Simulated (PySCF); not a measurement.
Li₂Cl₂: fields on a plane

These are results of PySCF, PBE0, basis Li def2-TZVP, Cl def2-TZVP (no relativity, density fitting), not measurements.

The singlet minimum has Li–Cl 2.189 Å (×4); Cl–Li–Cl 108.2° (×2), Li–Cl–Li 71.8° (×2).

The plane holds Li1 at (0.00, 0.00), Li2 at (2.57, 0.00), Cl3 at (1.28, 1.77), Cl4 at (1.28, -1.77) Å. Columns run from x = -1.95 to 4.95 Å, rows from y = 4.05 (top) to -3.75 Å, in steps of 0.3 Å. Other isomers or separated fragments may lie lower.

Q: Give the lowest empty orbital (Å^-3/2) at -0.76 eV (cut at ±0.3; overall sign arbitrary). Lower edges of the bins (Å^-3/2): '_' -0.218, '.' -0.177, ':' -0.137, '-' -0.096, '=' -0.055, '+' -0.014, '*' 0.026, '#' 0.067, '%' 0.108, '@' 0.148; top 0.19, each point printed twice.

A: 
```
++++++++++++++++++++++++++++++++++++++++++++++++
++++++++++++++++++++++++++++++++++++++++++++++++
++++++++****++++++++++++++++++++++****++++++++++
++************++++++++++++++++++************++++
**************++++++++++++++++****************++
****************++++======++++******************
****************++====--====++******************
****######******++==++**====++****########******
############****++==**@@====++**############****
##############**++--::::--==++**##############**
######%%%%####**++==--::--==++**####%%%%########
##%%%%%%%%%%##**++====--====++**##%%%%%%%%######
##%%%%%%%%##**================++##%%%%%%%%%%####
##%%%%@@%%##::__--====++====::__++%%@@%%%%%%####
##%%%%@@%%##::__--====++====::__++%%@@%%%%%%####
##%%%%%%%%##**================++##%%%%%%%%%%####
##%%%%%%%%%%##**++====--====++**##%%%%%%%%######
######%%%%####**++==--::--==++**####%%%%########
##############**++--::::--==++**##############**
############****++==**@@====++**############****
****######******++==++**====++****########******
****************++====--====++******************
****************++++======++++******************
**************++++++++++++++++****************++
++************++++++++++++++++++************++++
++++++++****++++++++++++++++++++++****++++++++++
++++++++++++++++++++++++++++++++++++++++++++++++
```

Q: Give the electron localisation function (set to 0 where the density is under 0.005 e/Å³). Every second row and column.

A: 
```
0.00 0.00 0.00 0.00 0.00 0.00 0.00 0.00 0.00 0.00 0.00 0.00
0.00 0.00 0.00 0.08 0.28 0.45 0.43 0.23 0.00 0.00 0.00 0.00
0.00 0.00 0.00 0.34 0.70 0.84 0.83 0.64 0.26 0.00 0.00 0.00
0.00 0.00 0.19 0.59 0.85 0.29 0.60 0.82 0.50 0.13 0.00 0.00
0.00 0.00 0.28 0.68 0.87 0.79 0.13 0.86 0.60 0.20 0.00 0.00
0.00 0.00 0.07 0.29 0.84 0.84 0.86 0.78 0.19 0.05 0.00 0.00
0.00 0.00 0.01 0.90 0.04 0.55 0.43 0.14 0.80 0.00 0.00 0.00
0.00 0.00 0.24 1.00 0.68 0.09 0.05 0.99 1.00 0.02 0.00 0.00
0.00 0.00 0.01 0.02 0.31 0.82 0.82 0.11 0.02 0.01 0.00 0.00
0.00 0.00 0.25 0.66 0.87 0.13 0.40 0.85 0.57 0.18 0.00 0.00
0.00 0.00 0.24 0.66 0.86 0.67 0.10 0.85 0.57 0.17 0.00 0.00
0.00 0.00 0.13 0.49 0.81 0.88 0.88 0.76 0.39 0.00 0.00 0.00
0.00 0.00 0.00 0.19 0.51 0.70 0.68 0.44 0.14 0.00 0.00 0.00
0.00 0.00 0.00 0.00 0.11 0.20 0.18 0.09 0.00 0.00 0.00 0.00
```
